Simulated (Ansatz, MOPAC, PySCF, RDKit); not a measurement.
Pair of molecules: CH3F (SMILES CF) (first 5 atoms) with H2 (SMILES [H][H]); geometry from B3LYP-D3(BJ)/def2-TZVP, rigid monomers moved along the line of their centres of mass till F2···H6 is 2.29 Å.
(charge 0, multiplicity 1):
| atom | x (Å) | y (Å) | z (Å) |
|---|---|---|---|
| C | -0.4448 | -0.6709 | -0.3515 |
| F | -0.2025 | 0.6227 | 0.0983 |
| H | 0.1037 | -0.8265 | -1.2811 |
| H | -0.1054 | -1.3753 | 0.4088 |
| H | -1.5157 | -0.7880 | -0.5214 |
| H | 0.1709 | 0.2706 | 2.3345 |
| H | 0.2612 | -0.0556 | 2.9980 |

Monomers are frozen at their geometry in the pair; levels with a basis set take the counterpoise correction. Rows marked so take none. RDKit's UFF carries no charges.

Rows in 6-31G* carry no dispersion term and start afresh at each structure (6-31G* with six Cartesian d functions). MP2/6-31G* freezes PySCF's default core. The state that PM7 reach isn't checked; PM7 holds dispersion and hydrogen-bond terms.

Programs: Ansatz (a quantum-chemistry and plane-wave program) with Gaussian orbitals; MOPAC for PM7 (differences of heats of formation); PySCF for 6-31G* rows, the dispersion terms; RDKit for the force fields. 

```tsv
level	interaction energy (kcal/mol)
UFF	1.10
PM7	1.61
PBE-D4/def2-TZVPPD	-0.55
r2SCAN/def2-TZVPPD	-0.13
r2SCAN-D4/def2-TZVPPD	-0.23
B3LYP/def2-TZVPPD	0.20
M06-2X/6-31G* (no counterpoise)	-1.59
wB97M-V/def2-TZVPPD	-0.33
MP2/6-31G* (no counterpoise)	?
```

**Question.** Fill in the missing entries.

**Answer.** 
- MP2/6-31G* (no counterpoise), interaction energy (kcal/mol): -1.03
